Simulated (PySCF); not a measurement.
Precursor series Cd F-Br. Gas-phase values, no solvent.

Quantity: redistribution energy (mixed species minus the weighted end members), in kJ/mol.

Level 1: PBE-D3(BJ)/def2-TZVP // BP86-D3(BJ)/def2-SVP (PySCF)
Level 2: B3LYP/6-31G* (LANL2DZ on Cd) // BP86-D3(BJ)/def2-SVP (PySCF)
Level 3: B3LYP/LANL2DZ // BP86-D3(BJ)/def2-SVP (PySCF)
Level 4: PBE/6-31G* (LANL2DZ on Cd) // BP86-D3(BJ)/def2-SVP (PySCF)

```json
[
 {"species": "1 of 2 F replaced by Br: [Cd(F)(Br)]", "level 1": "-1.62", "level 2": "-4.83", "level 3": "-1.36", "level 4": "-5.11"}
]
```
